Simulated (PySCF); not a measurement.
## Si4BH11

The system: Si4BH11, a small molecule; neutral, singlet. The structure, one conformer, was relaxed in the gas phase by PBE0-D3(BJ)/def2-SVP. No frequency run checks that it is a minimum.

SMILES: [SiH3]B[SiH]([SiH3])[SiH3]

```xyz
16

Si   -1.059    0.394    0.597
Si   -1.372   -1.831   -0.109
Si    0.637    0.226    2.222
B    -0.330    1.423   -0.942
Si    1.323    0.818   -1.924
H    -2.316    0.908    1.230
H    -0.068   -2.370   -0.603
H    -1.840   -2.663    1.042
H    -2.380   -1.919   -1.210
H     0.185   -0.667    3.332
H     0.979    1.567    2.790
H     1.860   -0.358    1.592
H    -0.874    2.428   -1.339
H     2.003   -0.372   -1.325
H     0.925    0.465   -3.327
H     2.318    1.937   -2.001
```
Atoms count from 1 in this order.

Shieldings: GIAO PBE0/pcSseg-1. Shifts are against computed references at the same level: H TMS (σ 31.27 ppm), Si TMS (σ 352.0 ppm). Core levels by delta-SCF with SCAN, pcX-2 on the ionised atom and pcseg-1 elsewhere, spin-free X2C (2p3/2 is the spin-free 2p value less a third of a first-order spin-orbit splitting); from the vacuum level, for chosen atoms.

Question: Give the NMR and core-level values of the distinct atoms.

Answer: 
```tsv
atoms	bonded to	σ (ppm)	δ (ppm)	core level (eV)
Si1	1 B + 2 Si + 1 H	454.9	-102.9	2p3/2 105.83
Si2	1 Si + 3 H	457.6	-105.6	2p3/2 106.44
Si3	1 Si + 3 H	456.7	-104.7	2p3/2 106.48
B4	2 Si + 1 H	-47.7	-	-
Si5	1 B + 3 H	449.4	-97.4	2p3/2 106.26
H6	1 Si	27.40	3.87	-
H7 H8 H9	1 Si	27.52	3.75	-
H10 H11 H12	1 Si	27.51	3.76	-
H13	1 B	17.63	13.64	-
H14 H15 H16	1 Si	27.37	3.90	-
```

Values are those of this one static structure, with the three H of a rotating XH3 group averaged; atoms that internal rotation interchanges would show their mean in an NMR spectrum.

Core levels of B4 are left out, their hole states being strongly spin-contaminated.

Question: Which of Si1, Si2, Si3, Si5 holds its core electrons tightest, and by how much against the loosest?

Answer: Si3 (bonded to 1 Si + 3 H), by 0.65 eV over Si1 (bonded to 1 B + 2 Si + 1 H).

Question: By CAM-B3LYP/def2-SVPD (TDDFT singlets, Tamm-Dancoff triplets, ionisation by delta-SCF), where does absorption start, and what does vertical ionisation take?

Answer: The lowest singlet lies at 3.55 eV (f 0.001), the strongest of the first 6 at 4.73 eV (f 0.120), the lowest triplet at 2.86 eV; vertical ionisation takes 9.68 eV.

The 3 runs behind this took 5.5 min in all, one thread each of Arm Neoverse V1 on a shared host, launched as `OMP_NUM_THREADS=1 python cluster_run.py task.json out`.
